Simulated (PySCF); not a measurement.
## CH₇BSi, SMILES `CB[SiH3]` (charge 0, multiplicity 1)

These are PBE0-D3(BJ)/def2-TZVP (PySCF) values and carry that method's errors.

* **HOMO**: -7.91 eV
* **dipole moment**: 1.23 D
* **HOMO–LUMO gap**: 6.09 eV
* **LUMO**: -1.82 eV
* **total energy**: -356.4460 Ha
* **cost**: about 23 core-seconds (a rough figure)

Bonds (Å): C1–B2 1.550, C1–H4 1.091, C1–H5 1.092, C1–H6 1.106, B2–Si3 2.019, B2–H7 1.201, Si3–H8 1.494, Si3–H9 1.491, Si3–H10 1.491. Angles (°): B2–C1–H4 116.2, B2–C1–H5 114.8, B2–C1–H6 102.7, H4–C1–H5 110.5, H4–C1–H6 106.0, H5–C1–H6 105.3, C1–B2–Si3 124.3, C1–B2–H7 118.5, Si3–B2–H7 117.1, B2–Si3–H8 108.2, B2–Si3–H9 111.6, B2–Si3–H10 114.0, H8–Si3–H9 107.1, H8–Si3–H10 107.6, H9–Si3–H10 108.1.
